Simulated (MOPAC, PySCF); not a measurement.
CH₃NS, SMILES `[H]/N=C\S` (N–C–S–H torsion 180°), neutral singlet in the gas phase. 

Cartesian coordinates (Å):
```xyz
6

N     -1.3329     0.1411    -0.5897
C     -0.0933     0.2036    -0.3200
S      0.7392    -0.5787     1.0469
H     -1.8608    -0.4332     0.0834
H      0.5697     0.7895    -0.9703
H      1.9782    -0.1222     0.7496
```
Charge 0, spin multiplicity 1.

All levels are single points at this geometry (PBE-D3(BJ)/def2-TZVP); Pople sets use spherical d functions. Orbital energies aren't observables, and empty levels follow the basis.

B3LYP/LANL2DZ in PySCF gives gap (eV) = 6.73.

Q: Estimate the gap (eV) from each of these levels: PBE-D3(BJ)/def2-TZVP in PySCF; B3LYP/6-311+G** in PySCF; B3LYP/6-31G* in PySCF; BP86/6-31G* in PySCF; M06-2X/6-31G* in PySCF; PBE/6-31G* in PySCF; SVWN5/6-31G* in PySCF; HF/3-21G in PySCF; HF/STO-3G in PySCF; AM1 in MOPAC; PM3 in MOPAC; PM6 in MOPAC.

A: 
```
level                          gap (eV)
-----------------------------  --------
PBE-D3(BJ)/def2-TZVP in PySCF      4.82
B3LYP/6-311+G** in PySCF           6.54
B3LYP/6-31G* in PySCF              6.84
BP86/6-31G* in PySCF               5.03
M06-2X/6-31G* in PySCF             9.50
PBE/6-31G* in PySCF                5.03
SVWN5/6-31G* in PySCF              4.95
HF/3-21G in PySCF                 14.39
HF/STO-3G in PySCF                15.69
AM1 in MOPAC                       9.84
PM3 in MOPAC                       9.48
PM6 in MOPAC                       9.38
```
